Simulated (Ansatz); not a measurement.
Ansatz (an electronic-structure program) input file for H9NSi3, SMILES N([SiH3])[SiH2][SiH3], PBE0-D3(BJ)/def2-SVP. 

Ansatz 0.2 input:
```yaml
crystal:
  periodic: [false, false, false]
  atoms:
    - {symbol: Si, position_ang: [1.56138857, 1.38843384, -0.37576559]}
    - {symbol: N, position_ang: [1.26683114, -0.28630076, -0.05460785]}
    - {symbol: Si, position_ang: [-0.10835502, -1.04959398, 0.69075602]}
    - {symbol: Si, position_ang: [-2.04903526, -0.26955127, -0.26774710]}
    - {symbol: H, position_ang: [2.73560956, 1.42879591, -1.24757781]}
    - {symbol: H, position_ang: [1.82616105, 2.15060819, 0.85147166]}
    - {symbol: H, position_ang: [0.35950109, 1.90300212, -1.02915930]}
    - {symbol: H, position_ang: [2.10529614, -0.84420669, -0.02667781]}
    - {symbol: H, position_ang: [0.14905954, -2.48457506, 0.48817485]}
    - {symbol: H, position_ang: [-0.05681979, -0.83690926, 2.15137534]}
    - {symbol: H, position_ang: [-3.20313420, -1.03216298, 0.22518144]}
    - {symbol: H, position_ang: [-2.09358249, -0.38535990, -1.72923270]}
    - {symbol: H, position_ang: [-2.34588509, 1.13487297, 0.03729267]}
basis:
  gaussian:
    orbitals: def2-SVP
hamiltonian:
  xc: pbe0
  dispersion: d3bj
relax: {f_tol: 0.002, max_steps: 200}
```

It prints:

```
WARN ansatz: RAYON_NUM_THREADS=1 ignored (pool sized by the plan → 1); use --threads N
Functional definition: PBE0
integrals: 0.07 GiB planned
1170 factors; integrals over basis functions are off by at most 4.3e-4 eV
mean field: 0.52 GiB planned
mean field evaluation 1: about -25244.6839 eV, gradient 4.9e1 eV
mean field evaluation 2: about -25236.9543 eV, gradient 7.4e1 eV
mean field evaluation 4: about -25249.4773 eV, gradient 1.0e0 eV
mean field evaluation 8: about -25249.4885 eV, gradient 9.3e-3 eV
mean field -25249.48845390 eV, -927.9015859629 hartree, gradient 7.6e-5 eV, S^2 0.000000; 0 other end points of the search recorded, 0 dependent functions left out
the calculation of the forces begins
reference -25249.48848679 eV, -927.9015871716 hartree; 29, 29 occupied and 84, 84 virtual orbitals, 1170 factors
relax step   1: F+E_penalty+E_count = -25249.78142921 eV  Δ(F+E_penalty+E_count) = +0.000e0 eV  max|allowed force component| = 9.109e-1 eV/Å  Δτ_max = 0.0000 Å  (22 SCF iters, accepted)
these checks for a lower state are left out or cut short: starts, cluster_reference, orbital_swaps, neighbouring_geometries, increment
integrals: 0.07 GiB planned
1170 factors; integrals over basis functions are off by at most 4.8e-4 eV
mean field: 0.51 GiB planned
mean field evaluation 16: about -25249.6434 eV, gradient 5.1e-2 eV
mean field -25249.64881858 eV, -927.9074792563 hartree, gradient 3.6e-5 eV, S^2 0.000000; 0 other end points of the search recorded, 0 dependent functions left out
the calculation of the forces begins
reference -25249.64885154 eV, -927.9074804673 hartree; 29, 29 occupied and 84, 84 virtual orbitals, 1170 factors
relax step   2: F+E_penalty+E_count = -25249.93807723 eV  Δ(F+E_penalty+E_count) = -1.566e-1 eV  max|allowed force component| = 2.345e-1 eV/Å  Δτ_max = 0.1465 Å  (23 SCF iters, accepted)
these checks for a lower state are left out or cut short: starts, cluster_reference, orbital_swaps, neighbouring_geometries, increment
integrals: 0.07 GiB planned
1170 factors; integrals over basis functions are off by at most 4.9e-4 eV
mean field: 0.51 GiB planned
mean field -25249.66319346 eV, -927.9080075232 hartree, gradient 1.8e-5 eV, S^2 0.000000; 0 other end points of the search recorded, 0 dependent functions left out
the calculation of the forces begins
reference -25249.66322650 eV, -927.9080087374 hartree; 29, 29 occupied and 84, 84 virtual orbitals, 1170 factors
relax step   3: F+E_penalty+E_count = -25249.95343122 eV  Δ(F+E_penalty+E_count) = -1.535e-2 eV  max|allowed force component| = 7.259e-2 eV/Å  Δτ_max = 0.0682 Å  (23 SCF iters, accepted)
these checks for a lower state are left out or cut short: starts, cluster_reference, orbital_swaps, neighbouring_geometries, increment
integrals: 0.07 GiB planned
1170 factors; integrals over basis functions are off by at most 4.9e-4 eV
mean field: 0.51 GiB planned
mean field -25249.66539138 eV, -927.9080882954 hartree, gradient 4.9e-5 eV, S^2 0.000000; 0 other end points of the search recorded, 0 dependent functions left out
the calculation of the forces begins
reference -25249.66542431 eV, -927.9080895054 hartree; 29, 29 occupied and 84, 84 virtual orbitals, 1170 factors
relax step   4: F+E_penalty+E_count = -25249.95696765 eV  Δ(F+E_penalty+E_count) = -3.536e-3 eV  max|allowed force component| = 1.657e-1 eV/Å  Δτ_max = 0.1225 Å  (23 SCF iters, accepted)
these checks for a lower state are left out or cut short: starts, cluster_reference, orbital_swaps, neighbouring_geometries, increment
integrals: 0.07 GiB planned
1170 factors; integrals over basis functions are off by at most 4.9e-4 eV
mean field: 0.51 GiB planned
mean field evaluation 32: about -25249.6697 eV, gradient 3.6e-2 eV
mean field -25249.66965625 eV, -927.9082450265 hartree, gradient 2.6e-5 eV, S^2 0.000000; 0 other end points of the search recorded, 0 dependent functions left out
the calculation of the forces begins
reference -25249.66968920 eV, -927.9082462373 hartree; 29, 29 occupied and 84, 84 virtual orbitals, 1170 factors
relax step   5: F+E_penalty+E_count = -25249.96137974 eV  Δ(F+E_penalty+E_count) = -4.412e-3 eV  max|allowed force component| = 7.253e-2 eV/Å  Δτ_max = 0.0182 Å  (23 SCF iters, accepted)
these checks for a lower state are left out or cut short: starts, cluster_reference, orbital_swaps, neighbouring_geometries, increment
integrals: 0.07 GiB planned
1170 factors; integrals over basis functions are off by at most 4.9e-4 eV
mean field: 0.51 GiB planned
[...]
integrals: 0.07 GiB planned
1170 factors; integrals over basis functions are off by at most 5.0e-4 eV
mean field: 0.51 GiB planned
mean field -25249.68264444 eV, -927.9087223337 hartree, gradient 2.6e-5 eV, S^2 0.000000; 0 other end points of the search recorded, 0 dependent functions left out
the calculation of the forces begins
reference -25249.68267799 eV, -927.9087235664 hartree; 29, 29 occupied and 84, 84 virtual orbitals, 1170 factors
relax step  19: F+E_penalty+E_count = -25249.97682142 eV  Δ(F+E_penalty+E_count) = -1.933e-6 eV  max|allowed force component| = 1.612e-3 eV/Å  Δτ_max = 0.0025 Å  (17 SCF iters, accepted)
these checks for a lower state are left out or cut short: starts, cluster_reference, orbital_swaps, neighbouring_geometries, increment
integrals: 0.07 GiB planned
1170 factors; integrals over basis functions are off by at most 5.0e-4 eV
mean field: 0.51 GiB planned
mean field -25249.68264935 eV, -927.9087225141 hartree, gradient 8.8e-6 eV, S^2 0.000000; 0 other end points of the search recorded, 0 dependent functions left out
the calculation of the forces begins
reference -25249.68268290 eV, -927.9087237468 hartree; 29, 29 occupied and 84, 84 virtual orbitals, 1170 factors
relax step  20: F+E_penalty+E_count = -25249.97682353 eV  Δ(F+E_penalty+E_count) = -2.113e-6 eV  max|allowed force component| = 1.984e-3 eV/Å  Δτ_max = 0.0044 Å  (21 SCF iters, accepted)
these checks for a lower state are left out or cut short: starts, cluster_reference, orbital_swaps, neighbouring_geometries, increment
integrals: 0.07 GiB planned
1170 factors; integrals over basis functions are off by at most 5.0e-4 eV
mean field: 0.51 GiB planned
mean field -25249.68265829 eV, -927.9087228424 hartree, gradient 2.5e-5 eV, S^2 0.000000; 0 other end points of the search recorded, 0 dependent functions left out
the calculation of the forces begins
reference -25249.68269184 eV, -927.9087240754 hartree; 29, 29 occupied and 84, 84 virtual orbitals, 1170 factors
relax step  21: F+E_penalty+E_count = -25249.97682539 eV  Δ(F+E_penalty+E_count) = -1.853e-6 eV  max|allowed force component| = 2.696e-3 eV/Å  Δτ_max = 0.0069 Å  (20 SCF iters, accepted)
these checks for a lower state are left out or cut short: starts, cluster_reference, orbital_swaps, neighbouring_geometries, increment
integrals: 0.07 GiB planned
1170 factors; integrals over basis functions are off by at most 5.0e-4 eV
mean field: 0.51 GiB planned
mean field -25249.68266388 eV, -927.9087230480 hartree, gradient 4.5e-5 eV, S^2 0.000000; 0 other end points of the search recorded, 0 dependent functions left out
the calculation of the forces begins
reference -25249.68269744 eV, -927.9087242811 hartree; 29, 29 occupied and 84, 84 virtual orbitals, 1170 factors
relax step  22: F+E_penalty+E_count = -25249.97682675 eV  Δ(F+E_penalty+E_count) = -1.362e-6 eV  max|allowed force component| = 1.682e-3 eV/Å  Δτ_max = 0.0035 Å  (18 SCF iters, accepted)
these checks for a lower state are left out or cut short: starts, cluster_reference, orbital_swaps, neighbouring_geometries, increment
integrals: 0.07 GiB planned
1170 factors; integrals over basis functions are off by at most 5.0e-4 eV
mean field: 0.51 GiB planned
mean field evaluation 128: about -25249.6827 eV, gradient 3.0e-5 eV
mean field -25249.68267246 eV, -927.9087233633 hartree, gradient 3.0e-5 eV, S^2 0.000000; 0 other end points of the search recorded, 0 dependent functions left out
the calculation of the forces begins
reference -25249.68270602 eV, -927.9087245966 hartree; 29, 29 occupied and 84, 84 virtual orbitals, 1170 factors
relax step  23: F+E_penalty+E_count = -25249.97682811 eV  Δ(F+E_penalty+E_count) = -1.357e-6 eV  max|allowed force component| = 2.022e-3 eV/Å  Δτ_max = 0.0034 Å  (18 SCF iters, accepted)
these checks for a lower state are left out or cut short: starts, cluster_reference, orbital_swaps, neighbouring_geometries, increment
integrals: 0.07 GiB planned
1170 factors; integrals over basis functions are off by at most 5.0e-4 eV
mean field: 0.51 GiB planned
mean field -25249.68268351 eV, -927.9087237692 hartree, gradient 3.3e-5 eV, S^2 0.000000; 0 other end points of the search recorded, 0 dependent functions left out
the calculation of the forces begins
reference -25249.68271707 eV, -927.9087250026 hartree; 29, 29 occupied and 84, 84 virtual orbitals, 1170 factors
relax step  24: F+E_penalty+E_count = -25249.97682919 eV  Δ(F+E_penalty+E_count) = -1.088e-6 eV  max|allowed force component| = 2.162e-3 eV/Å  Δτ_max = 0.0036 Å  (18 SCF iters, accepted)
these checks for a lower state are left out or cut short: starts, cluster_reference, orbital_swaps, neighbouring_geometries, increment
integrals: 0.07 GiB planned
1170 factors; integrals over basis functions are off by at most 5.0e-4 eV
mean field: 0.51 GiB planned
mean field -25249.68269389 eV, -927.9087241508 hartree, gradient 2.7e-5 eV, S^2 0.000000; 0 other end points of the search recorded, 0 dependent functions left out
the calculation of the forces begins
reference -25249.68272745 eV, -927.9087253842 hartree; 29, 29 occupied and 84, 84 virtual orbitals, 1170 factors
relax step  25: F+E_penalty+E_count = -25249.97682995 eV  Δ(F+E_penalty+E_count) = -7.593e-7 eV  max|allowed force component| = 2.796e-3 eV/Å  Δτ_max = 0.0021 Å  (17 SCF iters, accepted)
these checks for a lower state are left out or cut short: starts, cluster_reference, orbital_swaps, neighbouring_geometries, increment
integrals: 0.07 GiB planned
1170 factors; integrals over basis functions are off by at most 5.0e-4 eV
mean field: 0.51 GiB planned
mean field -25249.68269977 eV, -927.9087243668 hartree, gradient 1.4e-5 eV, S^2 0.000000; 0 other end points of the search recorded, 0 dependent functions left out
the calculation of the forces begins
reference -25249.68273333 eV, -927.9087256002 hartree; 29, 29 occupied and 84, 84 virtual orbitals, 1170 factors
relax step  26: F+E_penalty+E_count = -25249.97683047 eV  Δ(F+E_penalty+E_count) = -5.184e-7 eV  max|allowed force component| = 1.731e-3 eV/Å  Δτ_max = 0.0015 Å  (18 SCF iters, accepted)
integrals: 0.07 GiB planned
1170 factors; integrals over basis functions are off by at most 5.0e-4 eV
mean field: 0.51 GiB planned
mean field -25249.68269977 eV, -927.9087243668 hartree, gradient 1.4e-5 eV, S^2 0.000000; 1 other end points of the search recorded, 0 dependent functions left out
the calculation of the forces begins
reference -25249.68273333 eV, -927.9087256002 hartree; 29, 29 occupied and 84, 84 virtual orbitals, 1170 factors
Total energy: -25249.97686403 eV, -927.9195347042 hartree
Atom 0 at     1.520757     1.338087    -0.473715 Å, force    -0.000368     0.000455    -0.000076 eV/Å
Atom 1 at     1.361432    -0.228036     0.265162 Å, force    -0.000700    -0.000613     0.000237 eV/Å
Atom 2 at    -0.070770    -1.136155     0.680920 Å, force     0.001731     0.000832     0.000053 eV/Å
Atom 3 at    -2.001046    -0.175732    -0.246185 Å, force     0.000003    -0.000055     0.000102 eV/Å
Atom 4 at     2.531699     1.309307    -1.575601 Å, force     0.000013    -0.000113    -0.000089 eV/Å
Atom 5 at     1.938969     2.407472     0.487549 Å, force    -0.000057    -0.000052     0.000060 eV/Å
Atom 6 at     0.184376     1.700568    -1.032042 Å, force    -0.000130    -0.000013    -0.000009 eV/Å
Atom 7 at     2.234451    -0.653893     0.570036 Å, force    -0.000402    -0.000794     0.000263 eV/Å
Atom 8 at     0.045788    -2.546068     0.184945 Å, force     0.000015     0.000227     0.000159 eV/Å
Atom 9 at    -0.268647    -1.231669     2.165682 Å, force     0.000003     0.000027    -0.000544 eV/Å
Atom 10 at    -3.150695    -1.063519     0.116442 Å, force    -0.000298    -0.000377     0.000157 eV/Å
Atom 11 at    -1.914503    -0.091398    -1.736150 Å, force     0.000211     0.000001    -0.000609 eV/Å
Atom 12 at    -2.264775     1.188088     0.306439 Å, force    -0.000020     0.000476     0.000297 eV/Å
Dipole moment:     0.211723    -0.055514     0.047072 e Å
```

The run converged.
